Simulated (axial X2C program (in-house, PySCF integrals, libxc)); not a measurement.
## Low determinants of ZrS at the PBE0 level, 2c

All values were computed with an in-house all-electron X2C program for linear molecules (integrals from PySCF). Two-component (2c) means X2C with spin–orbit coupling and atomic mean-field two-electron Coulomb and Gaunt terms. Basis: Zr dyall-cv3z [11s12p9d6f3g], S dyall-av3z [9s8p3d2f] (cores contracted in-house); Gaussian nuclei, density fitting, unrestricted open shells. Masses: Zr 89.905 u, S 31.972 u.

Search at 2.210 Å (vertical energies from the lowest determinant):

| ΔE (eV) | state | electrons beyond evenly filled partner blocks | electrons in ±ω = 1/2, 3/2, 5/2, 7/2 |
| --- | --- | --- | --- |
| 0.00 | Ω = 1 | ω = -1/2, ω = 3/2 | 39 15 2 0 |
| 0.08 | Ω = 3 | ω = 1/2, ω = 5/2 | 39 14 3 0 |
| 0.38 | Ω = 0 | none | 40 14 2 0 |
| 0.55 | Ω = 2 | ω = 1/2, ω = 3/2 | 39 15 2 0 |
| 0.64 | Ω = 2 | ω = -1/2, ω = 5/2 | 39 14 3 0 |
| 1.03 | Ω = 1 | ω = -3/2, ω = 5/2 | 38 15 3 0 |
| 1.31 | Ω = 1 | 2 × ω = 1/2 | 40 14 2 0 |

Lowest determinant, Ω = 1 (⟨Sz⟩ = -1.00, ⟨Lz⟩ = 2.00 at PBE0): Re = 2.182 Å, ωe = 539.7 cm⁻¹.

The determinant in row 2 of the search, Ω = 3 (⟨Sz⟩ = 1.00, ⟨Lz⟩ = 2.00 at PBE0), was followed along the bond at PBE0; measured from the minimum of the lowest determinant it gives:

Te = 0.084 eV (679 cm⁻¹), Re = 2.181 Å, ωe = 540.2 cm⁻¹.

Problem. Compare the bond of the determinant in row 2 with that of the lowest one.

Solution. At PBE0 its Re is 0.001 Å shorter and its force constant, which goes as ωe², is 1.00 times that of the lowest determinant. T0 ≈ Te + Δωe/2 = 679 + (0) = 679 cm⁻¹.

The search compares states at one distance, so a state with another bond length can lie lower; it is not exhaustive and yields mostly the lowest determinant of each block pattern, so other components and higher states of one pattern are missing. These are energies of single determinants, not of spin-adapted states; PBE0 term energies can be off by some tenths of an eV, and the functional has no current term. Open-shell Ω = 0 determinants with evenly filled partner blocks cannot be reached by this program, so the Ω shown need not be the lowest component. The lowest determinant need not be the ground state where others lie within half an eV.
